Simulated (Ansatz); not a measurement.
HfTe₂⁺. Charge 1, multiplicity 2. Geometry relaxed at B3LYP-D4/def2-TZVP.

```xyz
3

Hf    0.518    0.686   -0.831
Te   -1.346   -1.087   -0.877
Te    0.828    0.401    1.708
```

In the def2 sets Hf, Te take a core potential; there is no spin–orbit coupling. Another isomer (doublet) lies 0.05 eV lower at PBE0-D4/def2-TZVP.

Problem. Estimate the harmonic wavenumbers at UKS B3LYP-D4/def2-TZVP (Ansatz, unscaled). Is this a minimum?

Solution. 71, 204, 245 cm⁻¹. Yes, no mode is imaginary beyond noise. Zero-point energy 3.1 kJ/mol. Run time 33 s (4 threads of Arm Neoverse V2 on a shared host).
